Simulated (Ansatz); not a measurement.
Harmonic frequencies (cm⁻¹) at PBE0-D4/def2-TZVP from Ansatz: 27, 152, 207, 303, 390, 505, 534, 915, 964, 1062, 1228, 1244, 1407, 1421, 1484, 1492, 2993, 3027, 3047, 3114, 3132.

Each molecule was computed in one conformer, which needn't be the lowest.

(1) Which molecule is it?
A. `C[CH2][Ge][F]`
B. `Cl[CH]1[CH2][GeH2]1`
C. `C[N](C)[GeH]`
D. `C[CH2][Ge][Cl]`

Results:

(1) D.
